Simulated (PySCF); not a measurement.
BrH7Si4.
Bonds: Br1–Si2, Si2–Si3, Si3–Si4, Si4–Si5, Si2–Si5. Hydrogens: H6 on Si2; H7, H8 on Si3; H9, H10 on Si4; H11, H12 on Si5.

Computed with PySCF 2.14.0, PBE0-D3(BJ)/def2-SVP geometry optimisation, gas phase.

Problem. List the bond lengths, angles and torsions at this level.

Solution. 
```csv
bond,length (Å),order
Br1–Si2,2.253,single
"Si2–Si3, Si2–Si5",2.354,single
"Si3–Si4, Si4–Si5",2.368,single
Si2–H6,1.492,single
"Si3–H7, Si5–H11",1.499,single
"Si3–H8, Si5–H12",1.493,single
Si4–H9,1.493,single
Si4–H10,1.495,single
```

Bonds in one row agree within 0.01 Å and their mean is given. Orders are formal, as drawn. A selection of angles:
```csv
angle,degrees
Br1–Si2–Si3,103.8
Br1–Si2–H6,108.3
Si3–Si2–Si5,88.5
Si3–Si2–H6,124.6
Si2–Si3–Si4,85.9
Si2–Si3–H7,110.5
Si2–Si3–H8,118.4
Si4–Si3–H7,108.8
Si4–Si3–H8,120.7
H7–Si3–H8,110.3
Si3–Si4–Si5,87.8
Si3–Si4–H9,112.1
Si3–Si4–H10,116.7
H9–Si4–H10,110.1
Si4–Si5–H12,120.4
```

Dihedral angles: Br1–Si2–Si3–Si4 78° (synclinal); Si2–Si3–Si4–Si5 26° (synperiplanar); Si3–Si4–Si5–Si2 -26° (synperiplanar); Br1–Si2–Si5–Si4 -78° (synclinal).

Si3 (SiH2 silicon) has angles from 85.9° to 120.7°. Si2 (SiH silicon) has angles from 88.5° to 124.6°. The 4-membered ring Si2–Si3–Si4–Si5 has internal angles of 85.9° to 88.5°; it is puckered, 0.27 Å rms from its mean plane, widest ring torsion 26°. Si4 (SiH2 silicon) has angles from 87.8° to 116.7°.

Point group: Cs (tolerance 0.08 Å). Stationary, but not proved a minimum. One conformer, not necessarily the lowest.
